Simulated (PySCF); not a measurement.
Ga(H)2(PH2) (GaH4P), SMILES [PH2][GaH2]. Atoms are numbered in the order given.

```xyz
6

Ga     0.7585    -0.0065     0.0000
H      1.5202     0.0237    -1.3636
H      1.5202     0.0237     1.3636
P     -1.5393     0.1189     0.0000
H     -1.7323    -0.8152    -1.0498
H     -1.7323    -0.8152     1.0498
```

Geometry optimised at r2SCAN-D4/def2-TZVP.

Computed with PySCF with r2SCAN-D4/def2-TZVP.

Frequencies are harmonic and unscaled.

| mode | ν (cm⁻¹) | IR (km/mol) | moving atoms (share of kinetic energy) |
|---|---|---|---|
| 1 | 235 | 5.0 | H 98 % |
| 2 | 355 | 17.0 | P 68 %, Ga 31 % |
| 3 | 367 | 28.0 | H 98 % |
| 4 | 432 | 28.2 | H 97 % |
| 5 | 628 | 55.1 | H 92 % |
| 6 | 677 | 3.6 | H 94 % |
| 7 | 745 | 207.1 | H 98 % |
| 8 | 1088 | 27.1 | H 97 % |
| 9 | 1969 | 142.5 | H 99 % |
| 10 | 1980 | 227.3 | H 98 % |
| 11 | 2398 | 21.5 | H 97 % |
| 12 | 2414 | 32.1 | H 97 % |
